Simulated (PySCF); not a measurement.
Input of a response calculation (the driver script's job line, then coordinates in Å):

```
{"job": {"kind": "uv", "xc": "wB97X-D", "basis": "def2-SVPD", "ip": true}, "charge": 0, "multiplicity": 1}
C      3.807012    -0.252953     0.246846
C      2.515410     0.444393    -0.027846
C      1.359833     0.201670     0.598102
C      0.058497     0.877271     0.315539
B     -1.144539    -0.100794    -0.005287
O     -0.984651    -1.429570     0.211487
C     -2.005959    -2.365581    -0.017579
O     -2.356298     0.333968    -0.460310
C     -2.627134     1.677939    -0.738530
H      4.199923    -0.745990    -0.658544
H      3.692326    -1.020533     1.026828
H      4.585811     0.455160     0.578555
H      2.532628     1.213290    -0.813025
H      1.338294    -0.576533     1.371720
H      0.173045     1.621428    -0.491764
H     -0.261749     1.466986     1.200344
H     -1.555536    -3.287150    -0.415798
H     -2.757298    -1.991121    -0.729275
H     -2.516373    -2.613787     0.927842
H     -3.678914     1.764379    -1.048208
H     -2.475665     2.322651     0.144300
H     -1.996501     2.065810    -1.556958
```

The program printed, after the SCF cycles:

```
converged SCF energy = -411.4234156529

Static polarisability (au): isotropic 97.174, principal 76.779 95.832 118.910

Singlet excitations
state   eV       nm        f      main configurations
  1   6.6729    185.8   0.00369   H->L 0.64, H->L+3 0.28
  2   7.1032    174.5   0.48035   H->L+1 0.52, H->L+2 0.40
  3   7.3339    169.1   0.01339   H->L+6 0.43, H->L+2 0.29, H->L+1 0.11
  4   7.4009    167.5   0.00267   H->L+3 0.48, H->L 0.19, H->L+4 0.17
  5   7.5406    164.4   0.03755   H->L+5 0.34, H->L+6 0.27, H->L+4 0.24
  6   7.9281    156.4   0.00059   H-1->L 0.87
  7   8.0744    153.6   0.00363   H->L+7 0.29, H->L+4 0.17, H->L+1 0.10
  8   8.3588    148.3   0.01369   H->L+5 0.28, H-2->L 0.24
  9   8.4238    147.2   0.00047   H-5->L+2 0.16, H-4->L+2 0.15, H-4->L+1 0.14
 10   8.5688    144.7   0.02126   H-2->L 0.47

Triplet excitations (Tamm-Dancoff, eV): 4.4025 6.6641 7.2093 7.3013
Vertical ionisation energy (delta-SCF) = 8.6112 eV
```

Computed with TDDFT wB97X-D/def2-SVPD, vertical, gas phase, core orbitals frozen in the response (PySCF 2.14.0, density-fitted response routines). One conformer (not necessarily the lowest) at the PBE0-D3(BJ)/def2-SVP geometry, without solvent, vibrations or thermal averaging.

(1) What is the polarisability anisotropy, √(½[(α1 − α2)² + (α2 − α3)² + (α3 − α1)²])?

(2) What share of the summed oscillator strength falls to the strongest level in this window?

(3) How many basis functions and electrons does this run hold?

(4) Give the energy of state 7 in hartree, cm⁻¹ and kJ/mol.

(5) How much of the mean polarisability do the listed states account for?

(6) Which species is it?

Answers

(1) 36.54 au.

(2) State 2 at 175 nm: 0.4803 of 0.5773, or 83%.

(3) 290 basis functions for 70 electrons in 35 doubly occupied orbitals.

(4) 0.29673 hartree, 65124 cm⁻¹, 779.1 kJ/mol.

(5) The sum over states Σ f/ΔE² (ΔE in hartree) gives 8.23 au, 8% of the total; the rest comes from higher roots of the same response equations.

(6) `C/C=C/CB(OC)OC` (C6H13BO2), point group C1.

H and L stand for HOMO and LUMO.

Shape of the structure used: `[CH3:1]/[CH:2]=[CH:3]/[CH2:4][B:5]([O:6][CH3:7])[O:8][CH3:9]`: C2–C3–C4–B5 126°, C3–C4–B5–O6 11°, C4–B5–O6–C7 179°, C4–B5–O8–C9 3°.

The pairwise dispersion term of wB97X-D wasn't added to the energies; at a given geometry it leaves orbitals and properties as they are.
